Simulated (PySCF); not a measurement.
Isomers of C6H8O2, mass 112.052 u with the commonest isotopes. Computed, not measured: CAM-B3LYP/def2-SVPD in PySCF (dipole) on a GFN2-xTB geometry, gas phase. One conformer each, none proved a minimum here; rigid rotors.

Question: Order these by out-of-plane moment Σ m c² = (Ia + Ib − Ic)/2, smallest first.
A. `[CH2:1]=[CH:2][CH2:3][C@@H:4]1[CH2:5][O:6][C:7]1=[O:8]` with C1–C2–C3–C4 115°, C2–C3–C4–C5 -76°
B. `[CH3:1][O:2][C:3]1=[CH:4][C:5](=[O:6])[CH2:7][CH2:8]1` with C1–O2–C3–C4 0°
C. `[CH3:1][O:2][C@H:3]1[C:4](=[O:5])[CH:6]=[C:7]1[CH3:8]` with C1–O2–C3–C4 76°

Answer: B (4.71 u·Å²), C (10.68 u·Å²), A (19.24 u·Å²).

Question: Order these by rotational constant A, largest first.
A. `[CH2:1]=[CH:2][CH2:3][C@@H:4]1[CH2:5][O:6][C:7]1=[O:8]` with C1–C2–C3–C4 115°, C2–C3–C4–C5 -76°
B. `[CH3:1][O:2][C:3]1=[CH:4][C:5](=[O:6])[CH2:7][CH2:8]1` with C1–O2–C3–C4 0°
C. `[CH3:1][O:2][C@H:3]1[C:4](=[O:5])[CH:6]=[C:7]1[CH3:8]` with C1–O2–C3–C4 76°

Answer: A (4763 MHz), B (4498 MHz), C (2731 MHz).

Question: Order these by rotational constant B, smallest first.
A. `[CH3:1][O:2][C@H:3]1[C:4](=[O:5])[CH:6]=[C:7]1[CH3:8]` with C1–O2–C3–C4 76°
B. `[CH2:1]=[CH:2][CH2:3][C@@H:4]1[CH2:5][O:6][C:7]1=[O:8]` with C1–C2–C3–C4 115°, C2–C3–C4–C5 -76°
C. `[CH3:1][O:2][C:3]1=[CH:4][C:5](=[O:6])[CH2:7][CH2:8]1` with C1–O2–C3–C4 0°

Answer: B (1220 MHz), C (1414 MHz), A (1982 MHz).

```
            SMILES  point group  Ia (u·Å²)  Ib (u·Å²)  Ic (u·Å²)      κ  μa (D)  μb (D)  μc (D)
 C=CC[C@@H]1COC1=O           C1     106.11     414.28     481.92  -0.91    3.94    1.52    1.25
    COC1=CC(=O)CC1           Cs     112.37     357.45     460.39  -0.81    4.23    1.48    0.00
CO[C@H]1C(=O)C=C1C           C1     185.03     254.95     418.62   0.02    2.71    2.11    0.91
```
